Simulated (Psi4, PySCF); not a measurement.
C₃H₃ (SMILES C#C[CH2]), doublet, at a GFN2-xTB geometry, atoms displaced at random by about 0.08 Å a coordinate. Base run: PySCF with B3LYP/6-31G, gradient.

The PySCF input:
```python
from pyscf import gto, scf, dft

mol = gto.M(
    atom='''
C     0.003665   -0.030833    0.126145
C     0.027033   -0.049620    1.351788
C    -0.072308   -0.134552   -1.199739
H     0.076945    0.423696    2.393685
H     0.982138   -0.246457   -1.877114
H    -1.065064    0.003421   -1.734572
''',
    basis='6-31g',
    charge=0,
    spin=1,
    verbose=4,
)

mf = dft.UKS(mol)
mf.xc = 'b3lyp'
mf.kernel()
g = mf.nuc_grad_method()
grad = g.kernel()
```

Programs used: Psi4, PySCF; a row that names a program was run with it.

The coordinate followed is y of atom 2.

Variants of this job, named by their change:

```
change                                                  dE/dx (Eh/bohr)  net force (Eh/bohr)
------------------------------------------------------  ---------------  -------------------
base                                                          -0.029200             0.000002
grids.level = 0; grid_response = on                           -0.029310             0.000000
finite difference step (bohr) = 0.2; conv_tol = 1e-11         -0.029244                    -
finite difference step (bohr) = 1e-3; conv_tol = 1e-11        -0.029199                    -
density fitting = on; auxbasis_response = off                 -0.029119             0.000142
finite difference step (bohr) = 1e-5; conv_tol = 1e-11        -0.029199                    -
grids.level = 1; grid_response = on                           -0.029196             0.000000
finite difference step (bohr) = 0.01; conv_tol = 1e-11        -0.029199                    -
finite difference step (bohr) = 1e-4; conv_tol = 1e-11        -0.029199                    -
code = psi4                                                   -0.029199             0.000001
grid_response = on                                            -0.029200             0.000000
conv_tol = 1e-4                                               -0.029290             0.000002
```

The net force is zero for an exact gradient.

Open shells are given as the SCF converged; they aren't shown to be the lowest states, and a large step between rows can be another state.
